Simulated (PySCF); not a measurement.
Species: C8H11FO.
Z-matrix (Å and degrees, GFN2-xTB geometry), rows numbered from 1:
```
C 
C   1  1.3320
C   2  1.5016  1  120.36
C   2  1.4672  1  122.35  3   179.85
C   4  1.3353  2  122.98  1  -165.24
C   5  1.4965  4  122.32  2   179.90
F   6  1.3852  5  109.86  4  -139.19
C   6  1.5307  5  110.19  4   -18.24
O   8  1.4033  6  109.33  5    49.65
C   9  1.4099  8  112.43  6   -66.38
H   1  1.0767  2  120.86  3     0.06
H   1  1.0750  2  123.36  3  -178.75
H   3  1.0887  2  110.54  1   111.57
H   3  1.0880  2  110.56  1  -128.53
H   3  1.0864  2  110.27  1    -8.10
H   5  1.0781  4  122.67  2     1.13
H   6  1.1004  5  110.61  4   104.50
H   8  1.1005  6  108.74  5   -71.97
H   8  1.0916  6  111.50  5   167.52
H  10  1.0923  4  110.54  2    48.29
H  10  1.1035  4  108.48  2   -70.77
```

NICS is the negative of the GIAO shielding at a point without a nucleus: at the ring centre (0) and 1 Å above and below it (1); zz is the component along the ring normal. Level: GIAO PBE0/pcSseg-1 (PySCF, non-relativistic, gas phase) on the GFN2-xTB geometry, one conformer.

Ring bond lengths (Å), with Mayer bond orders in brackets: C4–C5 1.335 (1.81), C5–C6 1.497 (1.02), C6–C8 1.531 (1.04), C8–O9 1.403 (0.93), O9–C10 1.410 (0.93), C10–C4 1.511 (1.00).

**Question.** What do the NICS probes read (ppm)?

**Answer.** 
```tsv
ring	type	NICS(0)	NICS(1), two faces	NICS(1)zz, two faces	rms pucker (Å)	centre to ring atoms, mean (Å)
C4–C5–C6–C8–O9–C10	6-membered ring with O; formal bonds 1 double, 5 single	-1.4	-2.6 / -1.5	0.8 / 3.1	0.20	1.41
```

**Question.** What do they say, and how far can they be read as aromaticity?

**Answer.** 
- C4–C5–C6–C8–O9–C10: mean NICS(1)zz 2.0 ppm, near zero. C6, C8, C10 have four or more neighbours; no verdict on aromaticity is drawn.

**Question.** How shielded are the nuclei of the rings and their hydrogens (means over atoms taken as equivalent)?

**Answer.** 
| atoms | environment | σ isotropic (ppm) | principal values of the symmetric part, first atom (ppm) |
| --- | --- | --- | --- |
| C4 | fully substituted alkene carbon | 40.6 | -60.7, 27.1, 155.3 |
| C5 | alkene CH carbon | 55.2 | -36.3, 51.4, 150.4 |
| C6 | sp3 C–F carbon | 99.8 | 67.4, 79.5, 152.4 |
| C8 | sp3 carbon bound to oxygen | 115.7 | 88.4, 103.7, 155.0 |
| O9 | cyclic ether oxygen | 308.6 | 279.3, 298.2, 348.2 |
| C10 | sp3 carbon bound to oxygen | 116.5 | 94.0, 101.0, 154.5 |
| H16 | vinylic hydrogen | 25.46 | 21.9, 24.8, 29.6 |
| H17 | methine hydrogen | 26.24 | 23.1, 26.7, 28.9 |
| H18 | methylene hydrogen | 28.21 | 24.6, 27.7, 32.3 |
| H19 | methylene hydrogen | 27.32 | 23.3, 26.7, 32.0 |
| H20 | methylene hydrogen | 27.32 | 22.3, 27.6, 32.0 |
| H21 | methylene hydrogen | 27.22 | 22.1, 28.0, 31.7 |

Hardware: an Arm Neoverse V2 with one thread, shared host with 192 logical CPUs at a one-minute load of 108. Cost: 51 s, 1.1 GiB resident at most. This is the whole shielding run at PBE0/pcSseg-1, SCF included.
